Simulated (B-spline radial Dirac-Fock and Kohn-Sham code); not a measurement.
K-shell conversion coefficients of Tc against transition energy

These are calculated numbers from an atomic code on a B-spline grid; the model is a Dirac-Hartree-Slater potential of the neutral atom with a Latter tail (no hole, which puts coefficients of high multipoles low close above an edge), finite nucleus with surface currents. Subshells within 1 keV of threshold and pair formation are left out.

```
energy (keV)        E1        E2        E4        M2        M3       M5
        23.6      6.42      43.7       274       568      4420    49800
        30.6      3.24      34.0      1560       210      2430   192000
        45.4      1.10      12.9       987      46.2       566    70200
        47.8     0.957      11.1       854      38.0       460    56700
          50     0.844      9.69       745      32.0       382    46700
        55.1     0.642      7.21       542      22.2       256    30000
        88.9     0.164      1.50      80.5      3.73      33.5     2570
         100     0.117      1.00      47.8      2.43      20.2     1350
         123    0.0641     0.488      18.6      1.15      8.38      432
         165    0.0275     0.174      4.70     0.413      2.45     84.9
         170    0.0252     0.157      4.09     0.373      2.17     72.1
         196    0.0168    0.0951      2.09     0.230      1.21     33.1
         200    0.0159    0.0886      1.90     0.215      1.11     29.6
         210    0.0138    0.0747      1.51     0.182     0.915     22.7
         269   0.00694    0.0319     0.481    0.0810     0.344     6.08
         281   0.00616    0.0275     0.394    0.0704     0.290     4.84
         332   0.00393    0.0158     0.187    0.0416     0.154     2.05
         432   0.00200   0.00684    0.0605    0.0186    0.0587    0.560
         500   0.00140   0.00441    0.0335    0.0121    0.0351    0.281
         546   0.00113   0.00342    0.0238   0.00942    0.0260    0.188
         630  0.000816   0.00230    0.0139   0.00629    0.0161   0.0994
         657  0.000744   0.00205    0.0120   0.00560    0.0141   0.0829
         744  0.000568   0.00148   0.00775   0.00400   0.00945   0.0490
         905  0.000381  0.000919   0.00408   0.00238   0.00517   0.0222
        1000  0.000314  0.000730   0.00300   0.00185   0.00385   0.0152
        1710  0.000123  0.000239  0.000701  0.000508  0.000886  0.00237
        1810  0.000112  0.000215  0.000610  0.000447  0.000767  0.00199
        2000  9.61e-05  0.000179  0.000482  0.000358  0.000598  0.00147
```

Question: How fast do they fall between 1710 and 2000 keV?

Answer: As powers of the energy: E1 E^-1.57, E2 E^-1.87, E4 E^-2.39, M2 E^-2.24, M3 E^-2.51, M5 E^-3.07. Within one type (E or M) the higher multipoles fall faster.
